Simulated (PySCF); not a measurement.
[PySCF 2.14: GIAO PBE0/pcSseg-1 shieldings; geometry from GFN2-xTB; no relativistic terms; one computed conformer; in vacuum; one averaged value for each set of equivalent atoms]

Referencing at the same level of theory: $^{1}$H (σref 31.72), $^{13}$C (σref 186.93) against TMS. Shifts are as computed. Against solution values, carbons near 30 ppm lie about +3 ppm off and those near 130 ppm about +5 ppm; carbons on Cl a further +6 ppm. Of 1211 compounds with measured shifts, 218 miss one by over three times the rms of a fit or turn the order of signals round; such compounds aren't used in these exercises. Carbons bonded to Cl come out too deshielded.

Problem. Order these molecules by the shift of their most deshielded carbon-bound hydrogen, lowest δ first.
A. CC(C)O[C@@H](C)[C@H](F)C#N
B. C=C[P@](C)(=O)C(F)=C(F)F
C. [SiH3]c1cpcc([SiH3])n1

Solution. A (4.58 ppm, hydrogen on an sp3 CH bonded to F, α to a nitrile), B (7.00 ppm, hydrogen on a terminal =CH2 carbon), C (9.35 ppm, hydrogen on an aromatic CH).

Problem. Order these molecules by the shift of their most shielded carbon, lowest δ first.
A. [SiH3]c1cpcc([SiH3])n1
B. C=C[P@](C)(=O)C(F)=C(F)F
C. ClC/C=C1\C[SiH2]1

Solution. C (-0.1 ppm, three-membered-ring carbon), B (17.1 ppm, methyl carbon bonded to P), A (162.9 ppm, aromatic CH).

Problem. How many $^{13}$C and $^{1}$H signals does each give (equivalence by symmetry and fast rotation, but not about amide C–N or C=N bonds)? `[SiH3]c1cpcc([SiH3])n1`, `C=C[P@](C)(=O)C(F)=C(F)F`, `CC(C)O[C@@H](C)[C@H](F)C#N`, `ClC/C=C1\C[SiH2]1`

Solution. [SiH3]c1cpcc([SiH3])n1: 2 C, 2 H; C=C[P@](C)(=O)C(F)=C(F)F: 5 C, 4 H; CC(C)O[C@@H](C)[C@H](F)C#N: 7 C, 6 H; ClC/C=C1\C[SiH2]1: 4 C, 4 H.
